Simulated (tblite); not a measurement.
CH8BOPSi.
Atom-mapped SMILES: `[BH2:1][PH:2][SiH2:3][O:4][CH3:5]` (hydrogens: H6, H7 on B1; H8 on P2; H9, H10 on Si3; H11, H12, H13 on C5)

Computed with GFN2-xTB (tblite), gas phase: L-BFGS steps from a force-field or distance-geometry start until the largest atomic force falls under 0.01 eV/Å.

Step 42: E = -430.0042 eV
```
atom  x, y, z in Å  |  force x, y, z in eV/Å
B1     -2.6511    0.2497   -0.1937    0.065  -0.016  -0.040
P2     -1.4809   -0.4984   -1.3846    0.028   0.034  -0.100
Si3     0.3815   -0.9070   -0.2592   -0.021  -0.009   0.008
O4      0.9281    0.5999   -0.0775   -0.048  -0.017  -0.024
C5      2.1041    1.0610    0.5121   -0.030  -0.036   0.000
H6     -3.6983   -0.2273   -0.0104   -0.112   0.000   0.016
H7     -2.3652    1.2801    0.2784   -0.007   0.009   0.045
H8     -1.9164   -1.7991   -1.5183   -0.020  -0.042   0.031
H9      1.2760   -1.7281   -1.0859   -0.023   0.014   0.026
H10     0.1924   -1.5964    1.0304    0.072   0.029  -0.010
H11     2.0968    0.8518    1.5842    0.042   0.028   0.001
H12     2.9750    0.5759    0.0649   -0.002   0.047   0.020
H13     2.1538    2.1387    0.3486    0.056  -0.040   0.026
```

Step 43: E = -430.0054 eV
```
atom  x, y, z in Å  |  force x, y, z in eV/Å
B1     -2.6518    0.2474   -0.1933    0.043  -0.017  -0.034
P2     -1.4823   -0.5038   -1.3828    0.022   0.053  -0.095
Si3     0.3820   -0.9046   -0.2593   -0.010  -0.004  -0.006
O4      0.9250    0.6043   -0.0799   -0.040  -0.018  -0.020
C5      2.1029    1.0602    0.5099   -0.014  -0.035   0.009
H6     -3.7084   -0.2164   -0.0231   -0.080   0.008   0.013
H7     -2.3560    1.2697    0.2913   -0.013   0.002   0.035
H8     -1.9169   -1.8038   -1.5157   -0.026  -0.053   0.025
H9      1.2834   -1.7223   -1.0825   -0.031   0.013   0.027
H10     0.1917   -1.5916    1.0302    0.075   0.019   0.007
H11     2.0951    0.8501    1.5817    0.046   0.012   0.003
H12     2.9724    0.5734    0.0608   -0.013   0.049   0.030
H13     2.1586    2.1381    0.3517    0.042  -0.030   0.005
```

Step 44: E = -430.0075 eV
```
atom  x, y, z in Å  |  force x, y, z in eV/Å
B1     -2.6536    0.2414   -0.1952    0.037  -0.014  -0.039
P2     -1.4859   -0.5118   -1.3879   -0.009   0.029  -0.050
Si3     0.3791   -0.8975   -0.2595   -0.007   0.009  -0.049
O4      0.9179    0.6141   -0.0851    0.045   0.006   0.025
C5      2.1012    1.0574    0.5082   -0.014   0.029   0.021
H6     -3.7221   -0.1996   -0.0321   -0.044  -0.011  -0.002
H7     -2.3426    1.2524    0.3032   -0.011   0.014   0.028
H8     -1.9155   -1.8160   -1.5128   -0.023  -0.019   0.017
H9      1.2860   -1.7120   -1.0796   -0.030   0.007   0.024
H10     0.1983   -1.5783    1.0319    0.060  -0.001   0.040
H11     2.0936    0.8456    1.5803    0.027  -0.015  -0.023
H12     2.9688    0.5675    0.0579   -0.039   0.040   0.029
H13     2.1706    2.1373    0.3599    0.009  -0.074  -0.020
```

Step 45: E = -430.0085 eV
```
atom  x, y, z in Å  |  force x, y, z in eV/Å
B1     -2.6538    0.2388   -0.1974    0.004  -0.001  -0.023
P2     -1.4884   -0.5132   -1.3942   -0.007   0.012  -0.017
Si3     0.3766   -0.8929   -0.2612   -0.014   0.006  -0.039
O4      0.9166    0.6183   -0.0865    0.039   0.008   0.024
C5      2.1004    1.0566    0.5086   -0.001   0.017   0.020
H6     -3.7262   -0.1968   -0.0313    0.005  -0.006  -0.014
H7     -2.3389    1.2479    0.3044   -0.016   0.000   0.015
H8     -1.9154   -1.8198   -1.5099   -0.021  -0.007   0.009
H9      1.2847   -1.7087   -1.0770   -0.021   0.001   0.006
H10     0.2040   -1.5732    1.0321    0.045   0.003   0.036
H11     2.0942    0.8427    1.5797    0.010  -0.019  -0.003
H12     2.9670    0.5654    0.0592   -0.027   0.027   0.010
H13     2.1748    2.1355    0.3626    0.003  -0.041  -0.026
```

Problem. Estimate the geometry and energy of step 46. (The exact step hangs on the optimiser's Hessian estimate; all steps are aligned on step 45, rigid shifts and turns removed.)

Solution. E = -430.0090 eV, largest force 0.036 eV/Å
```
atom  x, y, z in Å  |  force x, y, z in eV/Å
B1     -2.6542    0.2376   -0.2003   -0.002   0.009  -0.012
P2     -1.4901   -0.5116   -1.4011   -0.006  -0.016   0.010
Si3     0.3735   -0.8897   -0.2625   -0.015  -0.001  -0.012
O4      0.9172    0.6199   -0.0859    0.022   0.004   0.018
C5      2.1007    1.0567    0.5104    0.003   0.000   0.016
H6     -3.7249   -0.1993   -0.0243    0.017  -0.013  -0.025
H7     -2.3404    1.2485    0.2988   -0.012   0.003   0.014
H8     -1.9156   -1.8206   -1.5092   -0.014   0.011   0.004
H9      1.2781   -1.7099   -1.0763   -0.007  -0.002  -0.012
H10     0.2118   -1.5720    1.0327    0.026   0.017   0.018
H11     2.0963    0.8413    1.5809   -0.008  -0.011   0.011
H12     2.9669    0.5652    0.0625   -0.007   0.013  -0.013
H13     2.1763    2.1345    0.3632    0.004  -0.014  -0.017
```

The energy changes by -0.0005 eV. The first-order estimate −F·Δx gives -0.0009 eV and the mean of the old and new forces, exact on a quadratic surface, -0.0005 eV. The step makes an angle of 65° with the force vector and moves no atom by more than 0.008 Å.

What follows is the cost of the whole relaxation. Hardware: an Arm Neoverse V1 with one thread, on a shared host. Cost: 0.46 s.
